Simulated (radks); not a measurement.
Spherical jellium clusters: N electrons in a uniform positive sphere of charge N and radius rs N^(1/3), rs = 4.48 bohr. Calculated with a radial shooting solver with Libxc functionals: non-relativistic Kohn-Sham, PBEsol, spin-polarised, spherical densities. Levels are named by radial order and angular momentum (1s, 1p, 1d, 2s, ...), and open shells are averaged over m.

N = 4, configuration 1s2 1p(up 2, down 0). This is the lowest configuration that the search found. Occupied and some empty levels:

| level | occupation | eigenvalue (eV) | <r> (bohr) |
|---|---|---|---|
| 1s up | 1 | -3.8428 | 5.120 |
| 1s down | 1 | -3.3619 | 4.798 |
| 1p up | 2 | -2.5003 | 6.346 |
| 1p down | 0 | -1.8496 | 6.334 |
| 1d up | 0 | -0.97860 | 7.873 |
| 2s up | 0 | -0.74329 | 9.240 |

Energy (eV): total -6.27908, kinetic 6.0682, external -71.033, Hartree 34.590, exchange-correlation -12.638, background 36.733.

Electron density:

| r (bohr) | n(r) (e/bohr^3) |
|---|---|
| 0.545 | 0.003472 |
| 1.46 | 0.003501 |
| 2.37 | 0.003493 |
| 3.28 | 0.003341 |
| 4.19 | 0.002959 |
| 5.10 | 0.002345 |
| 6.01 | 0.001624 |
| 6.92 | 0.0009684 |
| 7.83 | 0.0005005 |
| 8.74 | 0.0002328 |
| 9.65 | 0.0001023 |
| 10.6 | 0.00004403 |
| 11.5 | 0.00001873 |
